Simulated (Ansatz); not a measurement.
Basis-set series for BGeH6N, SMILES `B[NH][GeH3]`. The species carries charge 0 and has multiplicity 1. All single points use the PBE0-D4/def2-TZVP geometry.

```tsv
functional	basis	functions	energy (Eh)	HOMO (eV)	LUMO (eV)
PBE0-D4	def2-SVP	90	-2159.55133	-8.28	0.33
PBE0-D4	def2-TZVPP	194	-2159.90735	-8.34	0.06
ωB97M-V	def2-SVP	90	-2159.74478	-10.55	2.42
ωB97M-V	def2-TZVPP	194	-2160.10578	-10.63	1.88
```

(1) Give the rows for def2-QZVPP. (An estimate is asked.)

## Answers

(1) Computed: 
| functional | basis | functions | energy (Eh) | HOMO (eV) | LUMO (eV) |
| --- | --- | --- | --- | --- | --- |
| PBE0-D4 | def2-QZVPP | 383 | -2159.95774 | -8.34 | -0.01 |
| ωB97M-V | def2-QZVPP | 383 | -2160.15477 | -10.64 | 1.46 |

Positive LUMOs are unbound and depend on the basis. Scalar relativity is left out up to krypton.
